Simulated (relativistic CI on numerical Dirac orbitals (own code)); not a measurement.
**Sensitivity of the levels of Lu15+ to α and to the nuclear radius**

These numbers are calculated, not measured: Dirac-Coulomb-Breit CI, separate exchange-only KLI orbitals for each configuration, derivatives by finite differences, unscaled Slater integrals, QED left out (own radial code, finite nucleus).

Configurations in the expansion (outside the closed core [Ar] 3d10 4p6): 4s²4d¹⁰4f¹⁰, 4s²4d¹⁰4f⁸5s², 4s²4d⁹4f¹¹, 4s4d¹⁰4f¹¹, 4d¹⁰4f¹². Levels of other configurations are missing.

With x = (α/α₀)² − 1 an excitation energy changes as ω = ω₀ + qx; K = 2q/ω₀ is the relative enhancement. Terms are leading LS components, so labels can repeat. The field-shift factor is F = δν/δ⟨r²⟩ for the transition from the lowest level.

Lowest level 4s²4d¹⁰4f⁸5s² ⁷F6.

| Level | ω₀ (cm⁻¹) | q (cm⁻¹) | K | F (GHz/fm²) |
| --- | --- | --- | --- | --- |
| 4s²4d¹⁰4f⁸5s² ⁷F5 | 5675.2 | 6257 | 2.21 | 0.351 |
| 4s²4d¹⁰4f⁸5s² ⁷F4 | 8415.1 | 6550 | 1.56 | 0.357 |
| 4s²4d¹⁰4f⁸5s² ⁷F3 | 11054.7 | 9531 | 1.72 | 0.518 |
| 4s²4d¹⁰4f⁸5s² ⁷F2 | 12775.4 | 10740 | 1.68 | 0.574 |
| 4s²4d¹⁰4f⁸5s² ⁷F1 | 14012.7 | 12120 | 1.73 | 0.639 |
| 4s²4d¹⁰4f⁸5s² ⁷F0 | 14590.7 | 12610 | 1.73 | 0.657 |
| 4s²4d¹⁰4f⁸5s² ⁵D4 | 35219.4 | -425.7 | -0.0242 | -0.378 |
| 4s²4d¹⁰4f⁸5s² ⁵G6 | 45282.7 | -5721 | -0.253 | -1.24 |
| 4s²4d¹⁰4f⁸5s² ⁵L10 | 45548.3 | -21.23 | -0.000932 | 0.659 |
| 4s²4d¹⁰4f⁸5s² ⁵L9 | 49808.0 | 4664 | 0.187 | 0.975 |
| 4s²4d¹⁰4f⁸5s² ⁵G5 | 49996.3 | 2496 | 0.0998 | -0.416 |
| 4s²4d¹⁰4f⁸5s² ⁵D3 | 50436.3 | 12910 | 0.512 | 0.233 |
| 4s²4d¹⁰4f⁸5s² ⁵G4 | 50609.5 | 254.6 | 0.0101 | -0.293 |

At this charge energies of transitions that change n are usually good to better than 1 %, and those within a shell (Δn = 0) to a few per cent. Terms inside the open d or f shell come out 10 to 20 % too wide with unscaled integrals. Levels and lines within the n = 5 or 6 shells can be off by up to 10 % or somewhat more, and those that change n by about 2 %, since core polarisation is missing.
